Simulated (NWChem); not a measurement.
Species: ZnHCl; SMILES [Cl][ZnH]

All runs: NWChem. Pople sets run with spherical d functions. Each level has its own optimisation; frequencies are unscaled.

| level | r H–Zn (Å) | r Cl–Zn (Å) | highest harmonic frequency (cm⁻¹) | lowest (cm⁻¹) | zero-point energy (kcal/mol) | dipole (D) |
|---|---|---|---|---|---|---|
| B3LYP/6-31G* | 1.517 | 2.104 | 1954 | 362 | 4.4 | 1.94 |
| BLYP/def2-SVP | 1.527 | 2.130 | ? | ? | 4.5 | ? |
| PBE-D3(BJ)/def2-SVP | 1.526 | 2.116 | 1885 | 422 | 4.5 | 1.77 |

Problem. Some entries are withheld; supply them.

Solution. 
- BLYP/def2-SVP, highest harmonic frequency (cm⁻¹): 1869
- BLYP/def2-SVP, lowest (cm⁻¹): 413
- BLYP/def2-SVP, dipole (D): 1.72
